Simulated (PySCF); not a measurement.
**Stationary points of SbCl₄**

Computed with PySCF, PBE0, basis Sb def2-SVP with ECP28, Cl def2-SVP (scalar-relativistic core potentials, no spin–orbit coupling, density fitting).

Relaxations began from a few typed shapes; open shells are unrestricted. The search is not exhaustive: other isomers or separated fragments can lie lower, and high-lying points may rest on an excited occupation.

```tsv
spin	group	bonds	angles	imaginary modes (cm⁻¹)	ΔE (kJ/mol)	ΔE with ZPE (kJ/mol)
doublet	C2v	Sb–Cl 2.350 Å (×2), Sb–Cl 2.439 Å (×2)	Cl–Sb–Cl 100.3°, Cl–Sb–Cl 102.0° (×4), Cl–Sb–Cl 142.1°	none	0.0	0.0
doublet	Td	Sb–Cl 2.407 Å (×4)	Cl–Sb–Cl 109.5° (×6)	3 found	1.8	–
doublet	C4v	Sb–Cl 2.395 Å (×4)	Cl–Sb–Cl 87.1° (×4), Cl–Sb–Cl 153.8° (×2)	82i	84.9	–
doublet	D4h	Sb–Cl 2.420 Å (×4)	Cl–Sb–Cl 90.0° (×4), Cl–Sb–Cl 180.0° (×2)	183i, 77i	118.6	–
```

The lowest minimum found is the doublet C2v: Sb–Cl 2.350 Å (×2), Sb–Cl 2.439 Å (×2); Cl–Sb–Cl 100.3°, Cl–Sb–Cl 102.0° (×4), Cl–Sb–Cl 142.1°.

For the lowest minimum: no spin–orbit coupling is included, which matters more the heavier the element.
